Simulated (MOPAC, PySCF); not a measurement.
HFSi, SMILES `F[SiH]` (lower singlet), neutral singlet in the gas phase. This singlet lies 1.66 eV below the relaxed triplet at the level composite: frozen-core CCSD(T) with HF/cc-pV5Z and the correlation energy extrapolated as X^-3 from cc-pVQZ and cc-pV5Z, plus phaseless AFQMC minus CCSD(T) in cc-pVTZ // PBE0-D3(BJ)/def2-TZVP (Ansatz).

Cartesian coordinates (Å):
```xyz
3

F      1.2060    -0.2945     0.0000
Si    -0.0645     0.6981     0.0000
H     -1.1415    -0.4036     0.0000
```
Charge 0, spin multiplicity 1.

All levels are single points at this geometry (PBE0-D3(BJ)/def2-TZVP); Pople sets use spherical d functions. Orbital energies aren't observables, and empty levels follow the basis.

PM3 in MOPAC gives HOMO (eV) = -8.25.

Question: Estimate the HOMO (eV) from each of these levels: PBE0-D3(BJ)/def2-TZVP in PySCF; B3LYP/6-311+G** in PySCF; B3LYP/6-31G* in PySCF; B3LYP/LANL2DZ in PySCF; M06-2X/6-31G* in PySCF; SVWN5/6-31G* in PySCF; HF/3-21G in PySCF; HF/6-31G* in PySCF; HF/STO-3G in PySCF; AM1 in MOPAC; PM6 in MOPAC; PM7 in MOPAC.

Answer: 
```json
[
 {"level": "PBE0-D3(BJ)/def2-TZVP in PySCF", "HOMO (eV)": "-6.96"},
 {"level": "B3LYP/6-311+G** in PySCF", "HOMO (eV)": "-6.90"},
 {"level": "B3LYP/6-31G* in PySCF", "HOMO (eV)": "-6.61"},
 {"level": "B3LYP/LANL2DZ in PySCF", "HOMO (eV)": "-6.93"},
 {"level": "M06-2X/6-31G* in PySCF", "HOMO (eV)": "-7.84"},
 {"level": "SVWN5/6-31G* in PySCF", "HOMO (eV)": "-5.66"},
 {"level": "HF/3-21G in PySCF", "HOMO (eV)": "-9.48"},
 {"level": "HF/6-31G* in PySCF", "HOMO (eV)": "-9.47"},
 {"level": "HF/STO-3G in PySCF", "HOMO (eV)": "-6.28"},
 {"level": "AM1 in MOPAC", "HOMO (eV)": "-8.02"},
 {"level": "PM6 in MOPAC", "HOMO (eV)": "-7.86"},
 {"level": "PM7 in MOPAC", "HOMO (eV)": "-9.92"}
]
```
